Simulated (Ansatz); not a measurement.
Cost and result for the atomization energy of C₃H₆FNSi, SMILES `C=C=C(F)N[SiH3]` (12 atoms, 11 bonds).

```csv
atom,x (Å),y (Å),z (Å)
C1,-0.9232,-1.5468,-1.4889
C2,-0.9611,-0.8856,-0.3695
C3,-0.9740,-0.1700,0.7240
F4,-2.0879,-0.0980,1.4782
N5,0.0487,0.6049,1.2178
Si6,1.3692,1.1629,0.2379
H7,-0.7160,-2.6146,-1.5161
H8,-1.1025,-1.0629,-2.4470
H9,0.1261,0.5934,2.2246
H10,2.2544,0.0684,-0.2406
H11,0.8161,1.8790,-0.9359
H12,2.1503,2.0693,1.1156
```

Charge 0, multiplicity 1. The structure was optimised at the PBE0-D4/def2-TZVP level. It is one conformer, not always the lowest. Program: Ansatz. All runs use 4 threads of an Arm Neoverse V1 on a shared host. Times are those of one run each, without the atoms' runs, and a repeat can differ threefold. Electronic energies, without spin–orbit coupling; frozen cores. CCSD(T)/CBS adds CCSD(T) − MP2 in def2-TZVPP to the MP2 limit, and its time is that of the two runs behind it. T1 = 0.013; the RHF reference is unstable towards UHF. B3LYP takes the VWN-RPA correlation (the form of Gaussian; ORCA's B3LYP/G).

CCSD(T)/CBS is a level of theory with its own doubt, some kJ/mol a heavy atom from the limit and from the frozen cores, so smaller differences don't rank the functionals.

```json
{"level": "PBE-D4/def2-TZVPP (with forces)", "functions": "281", "wall time": "3.2 s", "atomization (kJ/mol)": "4761.8", "difference from CCSD(T)/CBS": "155.6", "per bond": "14.1"}
{"level": "PBE0-D4/def2-TZVPP", "functions": "281", "wall time": "4 s", "atomization (kJ/mol)": "4644.4", "difference from CCSD(T)/CBS": "38.2", "per bond": "3.5"}
{"level": "r2SCAN-D4/def2-TZVPP (with forces)", "functions": "281", "wall time": "6.5 s", "atomization (kJ/mol)": "4632.4", "difference from CCSD(T)/CBS": "26.2", "per bond": "2.4"}
{"level": "B3LYP-D4/def2-TZVPP (with forces)", "functions": "281", "wall time": "6.5 s", "atomization (kJ/mol)": "4637.3", "difference from CCSD(T)/CBS": "31.1", "per bond": "2.8"}
{"level": "B2PLYP/def2-TZVPP", "functions": "281", "wall time": "8 s", "atomization (kJ/mol)": "4576.0", "difference from CCSD(T)/CBS": "-30.2", "per bond": "-2.7"}
{"level": "ωB97X-V/def2-TZVPP", "functions": "281", "wall time": "10 s", "atomization (kJ/mol)": "4633.3", "difference from CCSD(T)/CBS": "27.1", "per bond": "2.5"}
{"level": "ωB97M-V/def2-TZVPP (with forces)", "functions": "281", "wall time": "15 s", "atomization (kJ/mol)": "4636.4", "difference from CCSD(T)/CBS": "30.2", "per bond": "2.7"}
{"level": "MP2/def2-QZVPP", "functions": "535", "wall time": "43 s", "atomization (kJ/mol)": "4644.5", "difference from CCSD(T)/CBS": "38.3", "per bond": "3.5"}
{"level": "CCSD(T)/def2-TZVPP", "functions": "281", "wall time": "5.9 min", "atomization (kJ/mol)": "4476.0", "difference from CCSD(T)/CBS": "-130.2", "per bond": "-11.8"}
{"level": "CCSD(T)/CBS(def2)", "functions": "–", "wall time": "6.6 min", "atomization (kJ/mol)": "4606.2", "difference from CCSD(T)/CBS": "0.0", "per bond": "0.0"}
```

From PBE to PBE0 (25 % exact exchange), in def2-TZVPP and without D4, the atomization energy moves by −113.5 kJ/mol: exact exchange takes away binding that semilocal exchange gives to molecules. In def2-TZVPP, CCSD(T) changes the Hartree–Fock value by +1218.2 kJ/mol (the triples alone add +83.6 kJ/mol) and MP2 by +1309.3 kJ/mol; breaking electron pairs costs correlation energy, which Hartree–Fock lacks. The D4 term adds +40.6 kJ/mol with B3LYP and +21.6 kJ/mol with PBE0; it sums over pairs of atoms, weighted by their polarisabilities, and B3LYP, whose exchange is more repulsive, gets the larger term.
